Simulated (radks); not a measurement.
Question: The mean radii <r> (bohr) of the occupied orbitals of an atom or ion are listed with their occupations. All-electron calculation, Dirac Kohn-Sham, LDA (Slater exchange, Perdew-Wang correlation), spin-unpolarised, spherical densities, finite nucleus; Fermi nuclear charge, rms radius of each element as measured or else 0.836 A^(1/3) + 0.57 fm. Program: a radial shooting solver on a logarithmic mesh with Libxc functionals.

| orbital | occ. | <r> |
|---|---|---|
| 1s1/2 | 2 | 0.01968 |
| 2s1/2 | 2 | 0.08281 |
| 2p1/2 | 2 | 0.06875 |
| 2p3/2 | 4 | 0.07625 |
| 3s1/2 | 2 | 0.2165 |
| 3p1/2 | 2 | 0.2062 |
| 3p3/2 | 4 | 0.2203 |
| 3d3/2 | 4 | 0.1936 |
| 3d5/2 | 6 | 0.1979 |
| 4s1/2 | 2 | 0.4873 |
| 4p1/2 | 2 | 0.4946 |
| 4p3/2 | 4 | 0.5268 |
| 4d3/2 | 4 | 0.5503 |
| 4d5/2 | 6 | 0.5616 |
| 5s1/2 | 2 | 1.166 |
| 5p1/2 | 2 | 1.287 |
| 5p3/2 | 4 | 1.381 |
| 4f5/2 | 6 | 0.6936 |
| 4f7/2 | 6 | 0.7045 |
| 6s1/2 | 1 | 2.778 |

Name the element and its charge. Open shells, if any, fill j = l - 1/2 first.

Answer: Z = 70, ytterbium, charge +3: Yb3+ in [Xe] 4f12 6s1. The 1s radius gives Z: for a bare nucleus <r> = (2 gamma + 1)/(2Z) with gamma = sqrt(1 - (Z/c)^2), 0.01942 bohr for Z = 70, and screening makes it slightly larger (0.01968 here). The occupations add up to 67, and the charge is Z minus that.
